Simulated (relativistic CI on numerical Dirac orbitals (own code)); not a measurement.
**Electric-dipole lines of Eu XXX**

Method of calculation: Dirac-Coulomb-Breit CI, orbitals from a KLI potential per configuration, QED by a radiative potential, unscaled Slater integrals (own radial code, finite nucleus).

CI space (outside the closed core [Ar] 3d10): 4s2.4p4, 4s.4p5, 4s2.4p3.4d, 4p6, 4s.4p4.4d, 4s2.4p3.4f, 4s.4p4.4f, 4p5.4d, 4s.4p3.4d2, 4s2.4p2.4d.4f, 4p5.4f, 4p4.4d2, 4p3.4d3, 4p3.4d2.4f. Double excitations out of closed p, d and f shells are left out; levels of such configurations are missing from the list, as are those of other unlisted configurations, and high levels can miss mixing partners.

```
λ vac (nm)                  Lower                  Upper   A (s⁻¹)        gf  Branching (%)
    6.9330       4s.4p5 3P°_2 [6]    4s.4p4.4d 3P_2 [95]  4.64e+11  1.67e+00           59.4
    7.2667       4s2.4p4 3P_2 [1]  4s2.4p3.4d 3P°_1 [34]  3.77e+11  8.95e-01           54.2
    7.2981       4s2.4p4 3P_1 [3]  4s2.4p3.4d 3D°_2 [45]  3.83e+11  1.53e+00           46.4
    7.3786       4s2.4p4 3P_2 [1]  4s2.4p3.4d 3D°_3 [32]  9.63e+11  5.50e+00           99.0
    7.3914       4s2.4p4 1S_0 [2]  4s2.4p3.4d 3S°_1 [36]  4.93e+11  1.21e+00           60.6
    7.4376       4s2.4p4 1D_2 [4]  4s2.4p3.4d 1F°_3 [46]  9.18e+11  5.33e+00          100.0
    7.4547       4s2.4p4 3P_2 [1]  4s2.4p3.4d 3P°_2 [29]  7.12e+11  2.97e+00           95.5
    7.4654       4s2.4p4 1D_2 [4]  4s2.4p3.4d 3D°_2 [45]  4.42e+11  1.85e+00           53.6
    7.4819       4s2.4p4 3P_1 [3]  4s2.4p3.4d 3P°_1 [43]  6.56e+11  1.65e+00           76.4
    7.5414       4s2.4p4 3P_2 [1]  4s2.4p3.4d 3S°_1 [28]  5.40e+11  1.38e+00           90.2
    8.0613   4s2.4p3.4d 3F°_2 [8]   4s2.4p3.4f 3F_3 [76]  3.13e+11  2.13e+00           61.5
    8.1260  4s2.4p3.4d 3F°_3 [10]    4s.4p4.4d 3G_4 [77]  2.13e+11  1.90e+00           66.5
    8.4931  4s2.4p3.4d 3F°_4 [12]   4s2.4p3.4f 3G_5 [78]  3.27e+11  3.90e+00           99.8
    8.5628  4s2.4p3.4d 3G°_5 [27]  4s2.4p3.4f 3H_6 [115]  2.65e+11  3.78e+00          100.0
    8.5638       4s2.4p4 3P_1 [3]  4s2.4p3.4d 1D°_2 [39]  4.59e+11  2.52e+00           57.5
    8.6173       4s2.4p4 3P_0 [5]  4s2.4p3.4d 1P°_1 [52]  8.07e+11  2.69e+00           95.2
    8.7951       4s2.4p4 1D_2 [4]  4s2.4p3.4d 1D°_2 [39]  2.81e+11  1.63e+00           35.1
    8.8218  4s2.4p3.4d 3D°_3 [14]   4s2.4p3.4f 3F_4 [84]  2.29e+11  2.41e+00           87.1
    9.1734       4s2.4p4 1D_2 [4]  4s2.4p3.4d 1F°_3 [37]  2.09e+11  1.85e+00           67.8
    9.3759       4s2.4p4 3P_2 [1]  4s2.4p3.4d 3D°_3 [14]  1.51e+11  1.39e+00          100.0
```

Terms are leading LS components. Brackets give the number of a level in order of energy, since labels repeat. The list gives strong lines, with weight on those to low levels, without lines whose two gauges differ by over a factor of 2.5, among the lowest 200 of 2773 levels, so that lines to higher ones, which can be the strongest, are missing. Levels whose partners in the same complex of configurations lie outside the list can be far off, and so can their lines. Rates are taken at the computed energies, electric ones in the length gauge.

At this charge energies of transitions that change n are usually good to better than 1 %, and those within a shell (Δn = 0) to a few per cent.

LS names give the leading component of a level, which can be under half, so a name can repeat, a term be missing and a line seem to break the LS rules.
